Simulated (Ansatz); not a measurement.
Two structures of Si₂H₈O₃F₂, closed shell, reached by relaxing down either side of one saddle point (PBE0-D4/def2-TZVP). Energies are electronic, without zero-point energy. Ansatz 0.2.0; basis: def2-TZVPP and def2-QZVPP; cores frozen in the correlated methods. Extrapolation: Hartree–Fock as exp(−7.88 √X), correlation as X^−2.97. First:

Si1  (-1.346, 0.463, 0.114)
O2  (0.240, 0.444, -0.324)
Si3  (1.055, 1.308, -1.479)
F4  (-1.986, -0.986, -0.015)
F5  (-2.003, 1.187, -1.170)
H6  (-1.792, 1.367, 1.175)
H7  (-0.008, -1.272, 1.722)
O8  (-0.572, -0.522, 2.016)
H9  (0.959, -1.513, -0.012)
O10  (0.989, -2.232, 0.634)
H11  (0.786, 2.759, -1.325)
H12  (2.496, 1.036, -1.252)
H13  (0.674, 0.858, -2.839)
H14  (0.001, 0.063, 2.520)
H15  (0.507, -2.960, 0.233)
(Å)

Second:

Si1  (-1.476, 0.395, 0.459)
O2  (0.252, -0.014, -0.572)
Si3  (1.003, 0.988, -1.685)
F4  (-2.100, -0.744, -0.472)
F5  (-1.240, 1.821, -0.252)
H6  (-2.694, 0.777, 1.228)
H7  (0.807, -1.435, 1.534)
O8  (-0.543, -0.129, 1.743)
H9  (0.775, -0.771, -0.194)
O10  (1.408, -1.831, 0.878)
H11  (1.505, 2.219, -1.036)
H12  (2.144, 0.204, -2.221)
H13  (0.044, 1.306, -2.763)
H14  (-1.037, -0.034, 2.561)
H15  (1.153, -2.753, 0.793)
(Å)

(1) Which bonds change from the first to the second?

(2) Give the saddle point's structure and its height above each. (An estimate is asked for; the value comes from the calculation.)

T1 diagnostic: at most 0.012.

Answers

(1) Si₂H₄OF₂ ([F][SiH]([F])[O][SiH3]) + H₂O + H₂O → SiH₂OF₂ ([OH][SiH]([F])[F]) + SiH₄O ([OH][SiH3]) + H₂O (still joined by a long Si–O bond); bonds formed: Si1–O8, O2–H9, H7–O10; bonds broken: H7–O8, H9–O10; bonds weakened to dative contacts: Si1–O2.

(2) Computed: 70.9 kJ/mol above the first and 45.4 kJ/mol above the second (CCSD(T) at an estimated basis limit (MP2 extrapolated from triple and quadruple zeta, plus CCSD(T) − MP2 in triple zeta)).
Si1  (-1.254, 0.443, 0.378)
O2  (0.336, 0.151, -0.301)
Si3  (0.913, 1.004, -1.642)
F4  (-2.333, -0.513, -0.316)
F5  (-1.379, 1.667, -0.750)
H6  (-1.696, 1.355, 1.461)
H7  (0.386, -1.441, 1.454)
O8  (-0.801, -0.776, 1.618)
H9  (0.984, -0.765, 0.199)
O10  (1.315, -1.619, 0.936)
H11  (1.129, 2.429, -1.324)
H12  (2.233, 0.353, -1.865)
H13  (0.070, 0.792, -2.834)
H14  (-1.189, -0.599, 2.475)
H15  (1.287, -2.481, 0.510)
(Å)

Labels in which every atom is bracketed show which atoms are joined, not bond orders.

For scale, one of the runs: CCSD(T)/def2-TZVPP, 351 basis functions, launched by `ansatz run in.yaml --threads 4 --pin off --events-out ev --progress --plain --max-ram 46080MiB --backend cuda --devices 0, --max-vram 37GiB`. Hardware: 4 CPU threads of an AMD EPYC 7R13 and a share of one NVIDIA H100, shared host. Wall time 16 s; peak host memory 0.89 GiB.
